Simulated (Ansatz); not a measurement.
Basis-set extrapolation for B2FH6NSi, SMILES `BN(B)[SiH2]F` (PBE0-D4/def2-TZVP geometry, frozen core, the Gaussian-basis code of Ansatz). Multiplicity 1, RHF reference.

```tsv
	def2-TZVPP	def2-QZVPP
HF	-495.926367	-495.946223
MP2 correlation	-0.777022	-0.838224
CCSD(T) correlation	-0.848797	not run
```

Energies in hartree. Use E(X) = E(∞) + A·exp(−7.88·√X) for Hartree–Fock and E(X) = E(∞) + B·X^(−2.97) for correlation, with X = 3 and 4, and add CCSD(T) minus MP2 of the smaller set to the MP2 limit.

Q: What is the CCSD(T) energy at the basis-set limit?

A: HF limit: -495.946223 + (-0.019856) × 0.13774 = -495.94896. MP2 limit: -0.838224 + (-0.061202) × 0.74074 = -0.88356. Higher-order term: -0.848797 − (-0.777022) = -0.07178. Total: -496.90430 hartree, 81.0 kcal/mol below CCSD(T)/def2-TZVPP.
